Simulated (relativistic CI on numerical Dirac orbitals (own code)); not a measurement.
Method of calculation: Dirac-Coulomb-Breit CI, separate exchange-only KLI orbitals for each configuration, QED by a radiative potential, unscaled Slater integrals (own radial code, finite nucleus).

Configurations in the expansion (outside the closed core 1s2): 2s²2p³, 2s2p⁴, 2p⁵, 2p⁴3s, 2p⁴3p, 2p⁴3d, 2s²2p²3s, 2s²2p²3p, 2s²2p²3d, 2s2p³3s, 2s2p³3p, 2s2p³3d, 2s²2p²4s, 2s²2p²4p, 2s²2p²4d, 2s²2p²4f, 2s2p³4s, 2s²2p3s², 2s2p³4p, 2s2p³4d, 2s²2p3s3p, 2s2p³4f, 2s²2p²5s, 2s²2p3s3d, 2s²2p²5p, 2s²2p3p², 2s²2p²5d, 2s²2p²5f, 2s²2p²5g, 2s²2p3p3d, 2s2p²3s², 2s²2p3d², 2s2p²3s3p, 2s2p²3s3d, 2s2p²3p², 2s2p³5s. Levels of other configurations are missing.

At this charge energies of transitions that change n are usually good to better than 1 %, and those within a shell (Δn = 0) to a few per cent.

Outline of the computed level scheme of Ho LXI. Lowest level of each configuration: 2s²2p³ ²P°3/2 at 0.00 eV; 2s2p⁴ ⁴P5/2 at 1172.29 eV; 2p⁵ ²P°3/2 at 2504.33 eV; 2s²2p²3s ⁴P1/2 at 7188.61 eV; 2s²2p²3p ²P°1/2 at 7279.08 eV; 2s²2p²3d ²D3/2 at 7633.10 eV; 2s2p³3s ⁴P°5/2 at 8332.69 eV; 2s2p³3p ⁴P3/2 at 8433.16 eV.

Some strong electric-dipole decays among the lowest 45 levels: 2s²2p²3d ²D5/2 → 2s²2p³ ²P°3/2 (9.5e+14 s⁻¹); 2s2p³3p ²P1/2 → 2s²2p³ ²P°3/2 (5.2e+14 s⁻¹); 2s2p³3p ²D3/2 → 2s²2p³ ²P°3/2 (4.6e+14 s⁻¹); 2s2p³3p ²D5/2 → 2s²2p³ ²P°3/2 (3.9e+14 s⁻¹); 2s²2p²3d ²D3/2 → 2s²2p³ ²P°3/2 (1.7e+14 s⁻¹); 2s2p³3p ⁴P3/2 → 2s²2p³ ²P°3/2 (1.5e+14 s⁻¹); 2s²2p²3s ⁴P1/2 → 2s²2p³ ²P°3/2 (1.4e+14 s⁻¹); 2s²2p²3s ²P1/2 → 2s²2p³ ⁴S°3/2 (1.2e+14 s⁻¹).

LS names give the leading component of a level, which can be under half, so a name can repeat, a term be missing and a line seem to break the LS rules.
